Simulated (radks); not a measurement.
Values are calculated unless marked as measured or tabulated.
Ionisation of V+, [Ar] 3d4, to V2+, [Ar] 3d3, under several functionals. Non-relativistic Kohn-Sham, spin-polarised, spherical densities, point nucleus; open shells are filled with parallel spins first; a radial shooting solver on a logarithmic mesh with Libxc functionals.

BP86: E(V+) (hartree) -943.79079; Exc (hartree) -45.36329; IE (eV) 15.954; -e(HOMO) (eV) 9.989; <r> HOMO (bohr) 1.506; IE error (eV) +1.320
MS2 meta-GGA: E(V+) (hartree) -943.59440; Exc (hartree) -45.17113; IE (eV) 15.732; -e(HOMO) (eV) 9.793; <r> HOMO (bohr) 1.513; IE error (eV) +1.098
AM05: E(V+) (hartree) -941.67971; Exc (hartree) -43.20883; IE (eV) 15.867; -e(HOMO) (eV) 9.887; <r> HOMO (bohr) 1.503; IE error (eV) +1.233
LDA (Slater exchange, Perdew-Zunger correlation): E(V+) (hartree) -941.50687; Exc (hartree) -43.02573; IE (eV) 16.062; -e(HOMO) (eV) 10.080; <r> HOMO (bohr) 1.507; IE error (eV) +1.428
Tao-Mo meta-GGA: E(V+) (hartree) -943.42772; Exc (hartree) -44.98907; IE (eV) 15.657; -e(HOMO) (eV) 9.724; <r> HOMO (bohr) 1.514; IE error (eV) +1.023
B86b exchange with PBE correlation: E(V+) (hartree) -943.69032; Exc (hartree) -45.26207; IE (eV) 15.934; -e(HOMO) (eV) 9.944; <r> HOMO (bohr) 1.509; IE error (eV) +1.300
exchange-only B88: E(V+) (hartree) -942.74526; Exc (hartree) -44.27716; IE (eV) 15.193; -e(HOMO) (eV) 9.362; <r> HOMO (bohr) 1.539; IE error (eV) +0.559

NIST Atomic Spectra Database: 14.63 eV (measured). Closest: exchange-only B88. The Delta-SCF values span 0.87 eV, the total energies 2.28 hartree. The highest occupied level is 3d. Open shells are spherical and high-spin; term and fine-structure splittings are not resolved.
